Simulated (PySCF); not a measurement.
A side-by-side comparison of computed properties.

First species: C₇H₉OP.
InChI=1S/C7H9OP/c1-6-7(8-2)4-3-5-9-6/h3-5H,1-2H3

Second species: C6H10O4Si.
Numbering: `[O:1]=[C:2]([O:3][SiH3:4])[C:5](=[O:6])[O:7][CH:8]1[CH2:9][CH2:10][CH2:11]1` (hydrogens: H12, H13, H14 on Si4; H15 on C8; H16, H17 on C9; H18, H19 on C10; H20, H21 on C11)

Geometry (GFN2-xTB, Å), atoms numbered from 1 in this order:
```
atom  x, y, z in Å
O1     2.2375   -1.5598    0.6435
C2     2.1271   -0.5658   -0.0197
O3     3.0800    0.3104   -0.2102
Si4    4.6191    0.1227    0.4243
C5     0.8406   -0.1945   -0.7789
O6     0.7826   -0.1201   -1.9768
O7    -0.1493    0.0148    0.0696
C8    -1.4375    0.3248   -0.4670
C9    -2.3438    1.0684    0.5190
C10   -3.4571    0.0466    0.2353
C11   -2.4341   -0.8452   -0.4865
H12    4.5136    0.0918    1.8782
H13    5.1914   -1.1053   -0.1108
H14    5.1900    1.3506   -0.1063
H15   -1.3079    0.8132   -1.4360
H16   -1.9545    1.0003    1.5317
H17   -2.5573    2.1069    0.2795
H18   -4.2230    0.4336   -0.4325
H19   -3.9335   -0.3897    1.1090
H20   -2.7096   -1.2156   -1.4704
H21   -2.0833   -1.6712    0.1281
```

Levels: PBE0/pcSseg-1 for dipole moment, HOMO energy, LUMO energy and HOMO–LUMO gap; GFN2-xTB for rotational constant A and rotational constant C. Geometries: GFN2-xTB. Each structure is a single optimised conformer of the isolated species, non-relativistic unless stated. Electronic properties by PySCF.

Dipoles, sizes and rotational constants follow the conformer. The torsions of the flexible species, by atom-mapped SMILES:
- `[CH3:1][O:2][c:3]1[cH:4][cH:5][cH:6][p:7][c:8]1[CH3:9]`: C1–O2–C3–C4 0°
- `[O:1]=[C:2]([O:3][SiH3:4])[C:5](=[O:6])[O:7][CH:8]1[CH2:9][CH2:10][CH2:11]1`: O1–C2–O3–Si4 2°, O1–C2–C5–O6 -116°, C2–C5–O7–C8 -178°, C5–O7–C8–C9 -157°

Values for the first species:

* Dipole moment: 3.06 D
* HOMO energy: -6.72 eV
* LUMO energy: -1.24 eV
* HOMO–LUMO gap: 5.48 eV
* Rotational constant A: 2.273 GHz
* Rotational constant C: 0.800 GHz

(1) Estimate the same properties for the second species, and the change in each.

Results:

(1) 
| property | first | second | second less first |
| --- | --- | --- | --- |
| dipole moment | 3.06 D | 2.02 D | -1.04 D |
| HOMO energy | -6.72 eV | -7.97 eV | -1.25 eV |
| LUMO energy | -1.24 eV | -0.90 eV | +0.34 eV |
| HOMO–LUMO gap | 5.48 eV | 7.07 eV | +1.59 eV |
| rotational constant A | 2.273 GHz | 2.856 GHz | +0.583 GHz |
| rotational constant C | 0.800 GHz | 0.380 GHz | -0.420 GHz |

On the first: The dipole equals about 10.2 × 10⁻³⁰ C·m (1 D = 3.33564 × 10⁻³⁰ C·m).

On the second: The dipole equals about 6.7 × 10⁻³⁰ C·m (1 D = 3.33564 × 10⁻³⁰ C·m). A dipole of 2.02 D is allowed in C1, and pure rotational transitions are dipole-allowed.
